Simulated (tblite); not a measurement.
C₆H₉AlClF.
Atom-mapped SMILES: `[F:1][Al:2]([Cl:3])[C@H:4]1[C@@H:5]2[CH2:6][CH2:7][CH2:8][C@H:9]12` (hydrogens: H10 on C4; H11 on C5; H12, H13 on C6; H14, H15 on C7; H16, H17 on C8; H18 on C9)

Computed with GFN2-xTB (tblite), gas phase: L-BFGS steps from a force-field or distance-geometry start until the largest atomic force falls under 0.01 eV/Å.

Step 16: E = -759.9023 eV
```
atom  x, y, z in Å  |  force x, y, z in eV/Å
F1      3.4845    2.3615   -0.9429   -0.015   0.040   0.000
Al2     2.7457    1.3304    0.1188    0.000  -0.023   0.045
Cl3     3.8866    0.4751    1.5664   -0.001   0.014  -0.034
C4      0.8342    0.8847   -0.0812    0.011  -0.009  -0.002
C5      0.5072   -0.5890   -0.2628   -0.017  -0.027   0.007
C6     -0.7967   -0.9096   -0.9703   -0.035   0.015   0.019
C7     -1.8844   -0.7581    0.1086    0.022   0.011  -0.007
C8     -1.3075    0.1809    1.1839   -0.005  -0.006  -0.044
C9      0.2002    0.0777    1.0317   -0.018  -0.023   0.013
H10     0.1548    1.5576   -0.5996    0.003   0.002  -0.021
H11     1.3126   -1.3038   -0.3578    0.034  -0.032   0.034
H12    -0.9685   -0.2198   -1.7983   -0.015   0.012  -0.006
H13    -0.7837   -1.9206   -1.3774   -0.004   0.015  -0.004
H14    -2.8196   -0.3805   -0.3044    0.016  -0.014   0.011
H15    -2.0839   -1.7337    0.5541   -0.005   0.012  -0.002
H16    -1.6445    1.2070    1.0287   -0.014   0.019  -0.014
H17    -1.6225   -0.1259    2.1810    0.003   0.018  -0.003
H18     0.7769   -0.1277    1.9232    0.039  -0.026   0.008
```

Step 17: E = -759.9029 eV
```
atom  x, y, z in Å  |  force x, y, z in eV/Å
F1      3.4798    2.3645   -0.9402   -0.009   0.045  -0.004
Al2     2.7451    1.3301    0.1206    0.001  -0.024   0.045
Cl3     3.8903    0.4751    1.5653   -0.005   0.015  -0.036
C4      0.8346    0.8823   -0.0813    0.020   0.001  -0.007
C5      0.5079   -0.5912   -0.2620   -0.027  -0.019   0.000
C6     -0.7962   -0.9086   -0.9705   -0.057   0.003   0.030
C7     -1.8840   -0.7583    0.1092    0.019   0.019  -0.018
C8     -1.3067    0.1826    1.1830   -0.020  -0.027  -0.050
C9      0.2008    0.0764    1.0320   -0.025  -0.013   0.010
H10     0.1541    1.5531   -0.6006    0.008   0.012  -0.022
H11     1.3135   -1.3055   -0.3571    0.032  -0.041   0.033
H12    -0.9684   -0.2173   -1.7980   -0.008   0.002   0.011
H13    -0.7867   -1.9191   -1.3779    0.007   0.007  -0.016
H14    -2.8194   -0.3811   -0.3040    0.018  -0.013   0.011
H15    -2.0847   -1.7346    0.5549    0.013   0.038  -0.009
H16    -1.6436    1.2090    1.0263   -0.004   0.003  -0.013
H17    -1.6238   -0.1242    2.1789    0.004   0.023   0.018
H18     0.7786   -0.1268    1.9231    0.034  -0.033   0.017
```

**Question.** Estimate the geometry and energy of step 18. (The exact step hangs on the optimiser's Hessian estimate; all steps are aligned on step 17, rigid shifts and turns removed.)

**Answer.** E = -759.9035 eV, largest force 0.062 eV/Å
```
atom  x, y, z in Å  |  force x, y, z in eV/Å
F1      3.4740    2.3688   -0.9370   -0.009   0.041   0.002
Al2     2.7448    1.3295    0.1233   -0.002  -0.011   0.022
Cl3     3.8947    0.4753    1.5637   -0.002   0.010  -0.027
C4      0.8353    0.8794   -0.0815    0.020   0.005  -0.009
C5      0.5084   -0.5942   -0.2610   -0.024  -0.011  -0.006
C6     -0.7965   -0.9074   -0.9705   -0.052  -0.012   0.026
C7     -1.8833   -0.7584    0.1096    0.006   0.022  -0.021
C8     -1.3062    0.1843    1.1815   -0.025  -0.033  -0.032
C9      0.2013    0.0747    1.0324   -0.020  -0.001   0.006
H10     0.1533    1.5479   -0.6023    0.020   0.017  -0.018
H11     1.3149   -1.3081   -0.3554    0.011  -0.039   0.030
H12    -0.9683   -0.2143   -1.7973    0.000  -0.008   0.027
H13    -0.7902   -1.9172   -1.3788    0.015  -0.003  -0.028
H14    -2.8189   -0.3821   -0.3033    0.007  -0.006   0.006
H15    -2.0854   -1.7349    0.5556    0.030   0.053  -0.012
H16    -1.6424    1.2113    1.0232    0.007  -0.016  -0.013
H17    -1.6252   -0.1217    2.1766    0.003   0.028   0.034
H18     0.7811   -0.1265    1.9230    0.015  -0.036   0.015
```

The energy changes by -0.0006 eV. The first-order estimate −F·Δx gives -0.0008 eV and the mean of the old and new forces, exact on a quadratic surface, -0.0006 eV. The step makes an angle of 71° with the force vector and moves no atom by more than 0.008 Å.

What follows is the cost of the whole relaxation. The run took 4.8 s wall, 2.4 s CPU on an Intel Xeon at 2.50 GHz with one thread, on a shared host.
